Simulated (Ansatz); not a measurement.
CHNSi, SMILES `[C-]#[N+][SiH]` (excited triplet) (charge 0, multiplicity 3). This triplet is an excited state, 1.39 eV above the relaxed singlet at the level composite: frozen-core CCSD(T) with HF/cc-pVQZ and the correlation energy extrapolated as X^-3 from cc-pVTZ and cc-pVQZ, plus CCSDT(Q) minus CCSD(T) in cc-pVTZ // PBE0-D3(BJ)/def2-TZVP (Ansatz, an electronic-structure program).

Cartesian coordinates (Å):
SMILES: [C-]#[N+][SiH]
```xyz
4

C      1.7743    -0.7802    -0.1241
N      0.7602    -0.1818    -0.1900
Si    -0.6252     0.8153    -0.3327
H     -1.9094     0.1467    -0.0001
```
Charge 0, spin multiplicity 3.

Frozen-core energies in cc-pVTZ from Ansatz at a geometry from PBE0-D3(BJ)/def2-TZVP; the HF reference has <S^2> = 2.02 and the T1 diagnostic is 0.022.

| level | energy (Ha) | difference from CCSDT(Q) (mHa) |
|---|---|---|
| HF | -381.79535 | 437.65 |
| MP2 | -382.18847 | 44.54 |
| CCSD | -382.20921 | 23.79 |
| CCSD(T) | -382.23078 | 2.22 |
| CCSDT | -382.23152 | 1.49 |
| CCSDT(Q) | -382.23301 | 0.00 |
